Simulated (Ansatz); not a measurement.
Species: C7H11 (charge 0, doublet). It need not be the lowest isomer of its formula. 
Structure (B3LYP-D3(BJ)/def2-TZVP (Ansatz, an electronic-structure program) minimum search):
```xyz
18

C      2.2426    -0.0057     0.7304
C      1.0982    -0.0168     0.0563
C      0.4037    -1.2979    -0.3462
C     -1.0503    -1.2732    -0.0070
C     -1.8300    -0.0288    -0.2468
C     -1.0701     1.2226     0.2174
C      0.3622     1.2348    -0.3344
H      2.7232     0.9235     1.0127
H      2.7400    -0.9234     1.0206
H      0.9001    -2.1612     0.0998
H      0.5196    -1.4104    -1.4413
H     -1.5637    -2.2065     0.1840
H     -2.0342     0.0803    -1.3271
H     -2.8076    -0.0850     0.2370
H     -1.0290     1.2354     1.3098
H     -1.6017     2.1231    -0.0989
H      0.3136     1.2964    -1.4294
H      0.9021     2.1166     0.0143
```
Charge 0, spin multiplicity 2.

Total electronic energies in hartree. Correlated levels leave the core frozen unless marked. Open shells are spin-unrestricted. No spin-orbit coupling. Non-relativistic. CBS marks a two-point X^-3 extrapolation of the correlation energy; Hartree-Fock from the larger set. [CCSD(T)-MP2]/basis is that difference in the basis named.

| level | program | energy (Eh) |
|---|---|---|
| HF/STO-3G | Ansatz | -268.20163 |
| HF/cc-pVQZ | Ansatz | -271.53416 |
| r2SCAN/def2-TZVPD | Ansatz | -273.22407 |
| B3LYP-D4/def2-TZVPD | Ansatz + dftd4 | ? |
| PBE0/6-31G* | Ansatz | -272.96058 |
| PBE0-D3(BJ)/def2-TZVPD | Ansatz + dftd3 | -273.07069 |
| BHLYP/def2-TZVPD | Ansatz | -273.21865 |
| CAM-B3LYP/def2-TZVPD | Ansatz | -273.22941 |
| LC-wPBE-D3(BJ)/def2-TZVPD | Ansatz + dftd3 | -273.22986 |
| wB97M-V/def2-TZVPD | Ansatz | -273.24749 |
| B2GP-PLYP-D3(BJ)/def2-TZVPD | Ansatz + dftd3 | ? |
| MP2/cc-pwCVTZ | Ansatz | -272.67865 |
| RI-MP2/CBS(cc-pVTZ,cc-pVQZ) | Ansatz | -272.8013 |
| SCS-MP2/6-31G | Ansatz | -271.92275 |
| RI-MP2/CBS(cc-pVTZ,cc-pVQZ)+[CCSD(T)-MP2]/cc-pVTZ | Ansatz | -272.9181 |

Q: What belongs in the gaps?

A: 
- B3LYP-D4/def2-TZVPD, energy (Eh): -273.42597
- B2GP-PLYP-D3(BJ)/def2-TZVPD, energy (Eh): -273.07612
